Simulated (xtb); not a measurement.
C$_{4}$H$_{11}$O$_{3}$Si (SMILES [CH2][Si](OC)(OC)OC), doublet, at a GFN2-xTB geometry; GFN2-xTB in xtb 6.7.1.

Input for xtb:
```
$ xtb mol.xyz --gfn 2 --uhf 1 --grad --json

# file mol.xyz
19

C      1.03045024     1.68579976     0.87027302
Si     0.18294435     0.27554884     0.00825667
O      1.13218947    -0.72525837    -0.85910410
C      2.21673348    -1.44717844    -0.35832603
O     -0.81967614     0.68746114    -1.20340225
C     -1.89125988     1.57688966    -1.10690799
O     -0.54199962    -0.45621218     1.28470314
C     -1.31594304    -1.62601236     1.26471867
H      1.16693950     1.73078585     1.93480539
H      1.44071395     2.51274235     0.31945746
H      3.08568779    -0.79512441    -0.23724464
H      2.45597185    -2.23385302    -1.07516706
H      1.98670461    -1.89643351     0.61093454
H     -2.50423218     1.37022289    -0.22612304
H     -2.49935362     1.46725632    -2.00566521
H     -1.53006294     2.60617048    -1.03974900
H     -0.76523937    -2.45516053     0.81417387
H     -2.23641581    -1.47462281     0.69551334
H     -1.56592907    -1.87458397     2.29735052
```

The log (banner, timings and long lists left out):

```
   ID    Z sym.   atoms
    1    6 C      1, 4, 6, 8
    2   14 Si     2
    3    8 O      3, 5, 7
    4    1 H      9-19

           -------------------------------------------------
          |                Calculation Setup                |
           -------------------------------------------------

           -------------------------------------------------
          |                 G F N 2 - x T B                 |
           -------------------------------------------------

          ...................................................
          :                      SETUP                      :
          :.................................................:
          :  # basis functions                  49          :
          :  # atomic orbitals                  48          :
          :  # shells                           28          :
          :  # electrons                        49          :
          :  max. iterations                   250          :
          :  Hamiltonian                  GFN2-xTB          :
          :  restarted?                      false          :
          :  GBSA solvation                  false          :
          :  PC potential                    false          :
          :  electronic temp.          300.0000000     K    :
          :  accuracy                    1.0000000          :
          :  -> integral cutoff          0.2500000E+02      :
          :  -> integral neglect         0.1000000E-07      :
          :  -> SCF convergence          0.1000000E-05 Eh   :
          :  -> wf. convergence          0.1000000E-03 e    :
          :  Broyden damping             0.4000000          :
          :  net charge                          0          :
          :  unpaired electrons                  1          :
          ...................................................

 iter      E             dE          RMSdq      gap      omega  full diag
   1    -28.2965877 -0.282966E+02  0.674E+00    6.84       0.0  T
   2    -28.3831781 -0.865905E-01  0.414E+00    6.01       1.0  T
   3    -28.3796742  0.350392E-02  0.144E+00    6.76       1.0  T
   4    -28.3841094 -0.443520E-02  0.789E-01    5.96       1.0  T
   5    -28.3895860 -0.547655E-02  0.361E-01    6.23       1.0  T
   6    -28.3896534 -0.673975E-04  0.136E-01    6.25       1.0  T
   7    -28.3896932 -0.398268E-04  0.435E-02    6.29       1.0  T
   8    -28.3896980 -0.484987E-05  0.164E-02    6.29       1.4  T
   9    -28.3896981 -0.330587E-07  0.791E-03    6.28       2.9  T
  10    -28.3896982 -0.817605E-07  0.160E-03    6.29      14.3  T
  11    -28.3896982 -0.110073E-07  0.642E-04    6.29      35.8  T
  12    -28.3896982 -0.181146E-09  0.207E-04    6.29     110.6  T

   *** convergence criteria satisfied after 12 iterations ***

         :::::::::::::::::::::::::::::::::::::::::::::::::::::
         ::                     SUMMARY                     ::
         :::::::::::::::::::::::::::::::::::::::::::::::::::::
         :: total energy             -28.123966862609 Eh    ::
         :: gradient norm              0.000050137035 Eh/a0 ::
         :: HOMO-LUMO gap              6.286843005523 eV    ::
         ::.................................................::
         :: SCC energy               -28.389608563738 Eh    ::
         :: -> isotropic ES            0.076156879427 Eh    ::
         :: -> anisotropic ES          0.004816224307 Eh    ::
         :: -> anisotropic XC          0.003103229339 Eh    ::
         :: -> dispersion             -0.012676269672 Eh    ::
         :: repulsion energy           0.265641701129 Eh    ::
         :: add. restraining           0.000000000000 Eh    ::
         :: total charge              -0.000000000000 e     ::
         :::::::::::::::::::::::::::::::::::::::::::::::::::::

           -------------------------------------------------
          |                Property Printout                |
           -------------------------------------------------

[...]
      -------------------------------------------------------------
                  HL-Gap            0.2310372 Eh            6.2868 eV
             Fermi-level           -0.3013701 Eh           -8.2007 eV

     #   Z          covCN         q      C6AA      α(0)
     1   6 C        2.732    -0.179    32.654     9.355
     2  14 Si       3.403     0.638   102.907    19.956
     3   8 O        1.621    -0.347    19.860     6.015
     4   6 C        3.703     0.039    20.067     6.405
     5   8 O        1.621    -0.346    19.848     6.013
     6   6 C        3.702     0.038    20.078     6.407
     7   8 O        1.620    -0.369    20.283     6.079
     8   6 C        3.681     0.043    20.053     6.413
     9   1 H        0.926     0.071     2.070     2.250
    10   1 H        0.926     0.054     2.266     2.354
    11   1 H        0.924     0.035     2.513     2.479
    12   1 H        0.924     0.056     2.248     2.345
    13   1 H        0.924     0.028     2.621     2.532
    14   1 H        0.924     0.028     2.611     2.527
    15   1 H        0.924     0.056     2.246     2.344
    16   1 H        0.924     0.035     2.521     2.483
    17   1 H        0.924     0.034     2.530     2.487
    18   1 H        0.924     0.035     2.512     2.479
    19   1 H        0.924     0.049     2.331     2.388

 Mol. C6AA /au·bohr⁶  :       3512.096592
 Mol. C8AA /au·bohr⁸  :      93055.176210
 Mol. α(0) /au        :         93.309916

Wiberg/Mayer (AO) data.
largest (>0.10) Wiberg bond orders for each atom

 ---------------------------------------------------------------------------
     #   Z sym  total        # sym  WBO       # sym  WBO       # sym  WBO
 ---------------------------------------------------------------------------
     1   6 C    3.146 --     2 Si   1.004    10 H    0.992     9 H    0.985
     2  14 Si   4.268 --     5 O    1.098     3 O    1.090     7 O    1.072
                             1 C    1.004
     3   8 O    2.271 --     2 Si   1.090     4 C    1.005
     4   6 C    3.947 --     3 O    1.005    13 H    0.989    11 H    0.983
                            12 H    0.979
     5   8 O    2.272 --     2 Si   1.098     6 C    1.004
     6   6 C    3.946 --     5 O    1.004    14 H    0.988    16 H    0.984
                            15 H    0.980
     7   8 O    2.238 --     2 Si   1.072     8 C    0.991
     8   6 C    3.948 --     7 O    0.991    17 H    0.985    18 H    0.984
                            19 H    0.982
     9   1 H    0.995 --     1 C    0.985
    10   1 H    0.997 --     1 C    0.992
    11   1 H    0.999 --     4 C    0.983
    12   1 H    0.997 --     4 C    0.979
    13   1 H    0.999 --     4 C    0.989
    14   1 H    0.999 --     6 C    0.988
    15   1 H    0.997 --     6 C    0.980
    16   1 H    0.999 --     6 C    0.984
    17   1 H    0.999 --     8 C    0.985
    18   1 H    0.999 --     8 C    0.984
    19   1 H    0.998 --     8 C    0.982
 ---------------------------------------------------------------------------

Topologies differ in total number of bonds
Writing topology from bond orders to xtbtopo.mol

molecular dipole:
                 x           y           z       tot (Debye)
 q only:       -0.006       0.054       0.381
   full:       -0.066      -0.026       0.450       1.158
molecular quadrupole (traceless):
                xx          xy          yy          xz          yz          zz
 q only:        3.522      -1.660       2.787       1.160      -1.618      -6.308
  q+dip:        2.175       0.409       2.964       1.286      -0.877      -5.139
   full:        4.223      -1.438       3.623       1.372      -2.055      -7.846

           -------------------------------------------------
          | TOTAL ENERGY              -28.123966862609 Eh   |
          | GRADIENT NORM               0.000050137035 Eh/α |
          | HOMO-LUMO GAP               6.286843005523 eV   |
           -------------------------------------------------

normal termination of xtb
```
